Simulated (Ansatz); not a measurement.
Relaxation of ClFZn (3 atoms, charge 0, multiplicity 1), to a largest force component of 0.02 eV/Å in at most 40 steps.

Method: Ansatz 0.2.0, RKS PBE0/def2-SVP.

```xyz
3
Properties=species:S:1:pos:R:3
F -1.473 0.736 -0.735
Zn -0.197 0.147 -0.089
Cl 1.659 -0.948 0.810
```

Q: Where does it end, and by what steps?

A: The forces met the threshold. After 4 steps the energy has fallen by 1.041 eV; Zn2 moved furthest, 0.16 Å. The start is strongly strained (largest force component 9 eV/Å).

```json
{"step": "0", "energy less start (eV)": "0.0000", "largest force component (eV/Å)": "8.916", "accepted": "yes"}
{"step": "1", "energy less start (eV)": "-0.8575", "largest force component (eV/Å)": "3.397", "accepted": "yes"}
{"step": "2", "energy less start (eV)": "-1.0272", "largest force component (eV/Å)": "0.643", "accepted": "yes"}
{"step": "3", "energy less start (eV)": "-1.0410", "largest force component (eV/Å)": "0.035", "accepted": "yes"}
{"step": "4", "energy less start (eV)": "-1.0411", "largest force component (eV/Å)": "0.006", "accepted": "yes"}
```

```xyz
3
Properties=species:S:1:pos:R:3
F -1.500 0.788 -0.742
Zn -0.099 0.031 -0.051
Cl 1.588 -0.884 0.779
```

Whether the end is a true minimum wasn't checked by a vibrational analysis.

Time of the run: 9.2 s on 1 CPU thread of a shared host.
